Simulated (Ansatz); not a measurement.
CH$_{4}$N, charge -1, singlet, geometry from GFN2-xTB (a gas-phase anion, which may not be bound at this level); BCCD(T)/def2-SVP (Ansatz, an electronic-structure program).

The Ansatz input:
Ansatz 0.2 input:
```yaml
crystal:
  periodic: [false, false, false]
  atoms:
    - {symbol: C, position_ang: [-0.08198403, 0.82858640, -0.00681169]}
    - {symbol: N, position_ang: [0.04689124, -0.73190230, 0.00619811]}
    - {symbol: H, position_ang: [-0.49812098, -1.02854792, 0.82390464]}
    - {symbol: H, position_ang: [-0.50963896, -1.04302318, -0.79826373]}
    - {symbol: H, position_ang: [0.59202741, 1.11962037, 0.87526805]}
    - {symbol: H, position_ang: [0.57939804, 1.10374838, -0.90342560]}
basis:
  gaussian:
    orbitals: def2-SVP
total_charge: -1
magnetization: {spin_polarized: false}
correlation: {method: bccd_t}
```

The log (banner, timings and long lists left out):

```
Functional definition: HF
503 factors; integrals over basis functions are off by at most 8.0e-4 eV
mean field evaluation 1: about -2568.1911 eV, gradient 1.8e1 eV
mean field evaluation 2: about -2568.1915 eV, gradient 1.8e1 eV
mean field evaluation 4: about -2569.3348 eV, gradient 2.7e0 eV
mean field evaluation 8: about -2569.3690 eV, gradient 3.9e-3 eV
mean field evaluation 16: about -2569.3688 eV, gradient 2.7e-1 eV
mean field -2569.36904045 eV, -94.4225706558 hartree, gradient 3.9e-6 eV, S^2 0.000000; 0 other end points of the search recorded, 0 dependent functions left out
2 core orbitals not correlated
reference -2569.36904045 eV, -94.4225706558 hartree; 7, 7 occupied and 39, 39 virtual orbitals, 503 factors
second order -8.92479281 eV of doubles, -0.00000000 eV of singles
cycle   1  -9.40488457 eV  change   -4.8e-1 eV  update   6.0e-2
cycle   2  -9.63930860 eV  change   -2.3e-1 eV  update   1.9e-2
cycle   3  -9.68279390 eV  change   -4.3e-2 eV  update   7.4e-3
cycle   4  -9.68333322 eV  change   -5.4e-4 eV  update   2.3e-3
cycle   5  -9.68358789 eV  change   -2.5e-4 eV  update   9.5e-4
cycle   6  -9.68331012 eV  change    2.8e-4 eV  update   4.4e-4
cycle   7  -9.68320509 eV  change    1.1e-4 eV  update   1.7e-4
cycle   8  -9.68314598 eV  change    5.9e-5 eV  update   6.9e-5
cycle   9  -9.68315080 eV  change   -4.8e-6 eV  update   3.0e-5
cycle  10  -9.68314878 eV  change    2.0e-6 eV  update   1.4e-5
perturbative correction -0.27210086 eV, -0.0099995223 hartree
Total energy: -2579.32429009 eV, -94.7884193321 hartree
```
